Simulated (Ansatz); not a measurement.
Geometry optimisation, RHF/6-31G* (Ansatz).

input.yaml

```yaml
crystal:
  periodic: [false, false, false]
  atoms:
    - { symbol: B, position_ang: [0.0, 0.0, 0.0] }
    - { symbol: H, position_ang: [0.0, 0.0, 1.54] }
    - { symbol: O, position_ang: [1.2211, 0.0, -0.705] }
    - { symbol: H, position_ang: [1.5209, -0.9519, -0.8599] }
    - { symbol: O, position_ang: [-1.2211, 0.0, -0.705] }
    - { symbol: H, position_ang: [-1.7308, -0.8467, -0.4965] }
    - { symbol: O, position_ang: [0.0766, 1.621, 0.5392] }
    - { symbol: Al, position_ang: [0.7098, 2.1426, 2.1189] }
    - { symbol: H, position_ang: [1.2046, 1.0815, 3.1499] }
    - { symbol: H, position_ang: [0.7698, 3.6608, 2.4724] }
    - { symbol: H, position_ang: [0.0407, 0.8604, 1.537] }
basis:
  gaussian: { orbitals: "6-31G*" }
hamiltonian:
  xc: hf
relax:
  f_tol: 0.15
  max_steps: 25
  restrain:
    - { distance: [0, 6], at: 2.61, k: 30.0 }
    - { distance: [10, 1], at: 1.86, k: 30.0 }
    - { distance: [0, 1], at: 1.19, k: 30.0 }
    - { distance: [10, 6], at: 1.01, k: 30.0 }
```

Launched with:

```bash
$ ansatz run input.yaml --threads 1 --pin off --max-ram 2048MiB --backend cpu --events-out ev --progress --plain --runs-dir out
```

Where does it end, and by what steps?

It did not converge within its limit. The restraints hold the end off the free minimum. After 24 steps the energy has fallen by 6.699 eV (the restraints' own energy left out); O7 moved furthest, 1.82 Å. Parted: B1–O7 (1.71 → 2.60 Å), Al8–H11 (1.56 → 2.36 Å). Joined: B1–H2 (1.54 → 1.19 Å), O3–Al8 (3.58 → 2.22 Å).

```json
{"step": "0", "energy less start (eV)": "0.0000", "largest force component (eV/Å)": "5.817", "accepted": "yes"}
{"step": "1", "energy less start (eV)": "-1.3773", "largest force component (eV/Å)": "5.763", "accepted": "yes"}
{"step": "2", "energy less start (eV)": "-2.6363", "largest force component (eV/Å)": "4.088", "accepted": "yes"}
{"step": "3", "energy less start (eV)": "-3.5435", "largest force component (eV/Å)": "2.807", "accepted": "yes"}
{"step": "4", "energy less start (eV)": "-4.7138", "largest force component (eV/Å)": "2.239", "accepted": "yes"}
{"step": "5", "energy less start (eV)": "-5.3899", "largest force component (eV/Å)": "1.965", "accepted": "yes"}
{"step": "6", "energy less start (eV)": "-5.6837", "largest force component (eV/Å)": "1.480", "accepted": "yes"}
{"step": "7", "energy less start (eV)": "-5.8989", "largest force component (eV/Å)": "1.957", "accepted": "yes"}
{"step": "8", "energy less start (eV)": "-6.0785", "largest force component (eV/Å)": "1.423", "accepted": "yes"}
{"step": "9", "energy less start (eV)": "-6.2170", "largest force component (eV/Å)": "1.320", "accepted": "yes"}
{"step": "10", "energy less start (eV)": "-6.3187", "largest force component (eV/Å)": "1.330", "accepted": "yes"}
{"step": "11", "energy less start (eV)": "-6.3582", "largest force component (eV/Å)": "1.408", "accepted": "yes"}
{"step": "12", "energy less start (eV)": "-6.3701", "largest force component (eV/Å)": "1.677", "accepted": "yes"}
{"step": "13", "energy less start (eV)": "-6.3963", "largest force component (eV/Å)": "1.465", "accepted": "yes"}
{"step": "14", "energy less start (eV)": "-6.3950", "largest force component (eV/Å)": "1.500", "accepted": "no"}
{"step": "15", "energy less start (eV)": "-6.4082", "largest force component (eV/Å)": "1.442", "accepted": "yes"}
{"step": "16", "energy less start (eV)": "-6.4183", "largest force component (eV/Å)": "1.442", "accepted": "yes"}
{"step": "17", "energy less start (eV)": "-6.4279", "largest force component (eV/Å)": "1.544", "accepted": "yes"}
{"step": "18", "energy less start (eV)": "-6.4334", "largest force component (eV/Å)": "1.593", "accepted": "yes"}
{"step": "19", "energy less start (eV)": "-6.4395", "largest force component (eV/Å)": "1.656", "accepted": "yes"}
{"step": "20", "energy less start (eV)": "-6.4723", "largest force component (eV/Å)": "1.565", "accepted": "yes"}
{"step": "21", "energy less start (eV)": "-6.4979", "largest force component (eV/Å)": "1.622", "accepted": "yes"}
{"step": "22", "energy less start (eV)": "-6.5394", "largest force component (eV/Å)": "1.642", "accepted": "yes"}
{"step": "23", "energy less start (eV)": "-6.6016", "largest force component (eV/Å)": "1.760", "accepted": "yes"}
{"step": "24", "energy less start (eV)": "-6.6987", "largest force component (eV/Å)": "1.922", "accepted": "yes"}
```

```xyz
11
Properties=species:S:1:pos:R:3
B -0.059 -0.101 -0.113
H -0.344 -0.991 0.633
O 1.180 0.528 0.004
H 1.826 -0.007 0.452
O -0.881 0.329 -1.079
H -1.769 -0.018 -1.019
O -0.593 1.088 2.142
Al 0.884 1.890 1.735
H 2.220 1.332 2.384
H 0.744 3.406 1.317
H -0.616 0.112 2.136
```

Run time: 54 s on 1 thread of Arm Neoverse V1 (shared host), peak memory 0.15 GiB.
